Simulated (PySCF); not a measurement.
Pb(SH)2, SMILES [SH][Pb][SH], singlet, PBE0/def2-SVP optimised geometry.

```
5

Pb    -0.58    -1.28     0.00
S      1.97    -1.28     0.00
H      2.09     0.06     0.00
S     -0.74     1.27     0.00
H     -2.09     1.28     0.00
```

Density from PySCF with PBE0/def2-TZVP, def2 effective core potentials past Kr at that geometry. The core electrons that the potentials of Pb replace are not part of the density.

Minimum of the electron density along straight lines between bonded atoms, close to the bond critical point (lines longer than 1.1 times the sum of covalent radii, or with two minima, are not listed):

```
bond    length / Å  ρ at the minimum / e bohr⁻³  ∇²ρ there / e bohr⁻⁵  position (fraction from the first atom)
------  ----------  ---------------------------  --------------------  ---------------------------------------
Pb1–S2       2.548                        0.073                  0.10                                     0.49
S2–H3        1.352                        0.209                 -0.58                                     0.65
Pb1–S4       2.552                        0.072                  0.10                                     0.49
S4–H5        1.352                        0.209                 -0.58                                     0.64
```
